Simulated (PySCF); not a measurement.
Cartesian coordinates in Å; atom numbers follow the order of the lines, from 1:
```xyz
21

C     3.5852   -0.4251    0.0852
C     2.3718   -0.9060    0.3587
C     1.1863   -0.8120   -0.5478
C     0.0377    0.0131    0.0281
C    -0.6382   -0.5213    1.2977
B    -2.0793    0.1021    1.2731
C    -2.2796    0.7474   -0.1404
C    -1.1190    0.2006   -0.9533
F    -0.7527    1.0144   -2.0045
H     4.4112   -0.5161    0.7954
H     3.7977    0.0763   -0.8651
H     2.2061   -1.4005    1.3246
H     1.4860   -0.3739   -1.5134
H     0.8060   -1.8296   -0.7616
H     0.4208    1.0294    0.2391
H    -0.0558   -0.4121    2.2248
H    -0.8230   -1.6152    1.1968
H    -2.8811    0.0929    2.1773
H    -3.2661    0.7065   -0.6234
H    -2.0754    1.8231    0.0594
H    -1.3924   -0.7798   -1.3906
```

Geometry: PBE0-D3(BJ)/def2-SVP; GIAO absolute shieldings from PySCF, gas phase, non-relativistic, averaged over equivalent atoms.

At wB97X-D/pcSseg-1 (213 basis functions, 97 s wall time on 1 thread of an Arm Neoverse N1, shared host):
```tsv
atoms	σ (ppm)
C2	37.4
C1	60.0
C8	84.1
C4	136.3
C3	142.6
C7	143.3
C5	151.9
B6	15.3
F9	386.8
H18	23.82
H12	25.22
H11	25.90
H10	26.05
H21	27.11
H13	28.74
H19	28.88
H16	29.26
H14	29.70
H15	29.88
H20	30.26
H17	31.18
```

Problem. Predict the values at PBE0/pcSseg-1 on the same geometry.

Solution. 
| atoms | σ at PBE0/pcSseg-1 | change |
| --- | --- | --- |
| C2 | 37.7 | +0.3 |
| C1 | 60.8 | +0.8 |
| C8 | 83.7 | -0.4 |
| C4 | 135.8 | -0.5 |
| C3 | 141.4 | -1.2 |
| C7 | 141.5 | -1.8 |
| C5 | 149.8 | -2.1 |
| B6 | 10.3 | -5.0 |
| F9 | 382.5 | -4.3 |
| H18 | 23.46 | -0.36 |
| H12 | 25.07 | -0.15 |
| H11 | 25.80 | -0.10 |
| H10 | 25.94 | -0.11 |
| H21 | 26.94 | -0.17 |
| H13 | 28.59 | -0.15 |
| H19 | 28.66 | -0.22 |
| H16 | 29.02 | -0.24 |
| H14 | 29.53 | -0.17 |
| H15 | 29.71 | -0.17 |
| H20 | 30.10 | -0.16 |
| H17 | 31.00 | -0.18 |

The largest change is at B6 (boron bonded to 2 C, H, in a 5-membered ring). Cost: 213 basis functions, 78 s wall time on 1 thread of an Arm Neoverse N1, shared host. The order of the carbon signals is the same at both levels.

A carbon bonded to boron is broadened by the quadrupolar boron nucleus and is often missing from a measured spectrum.
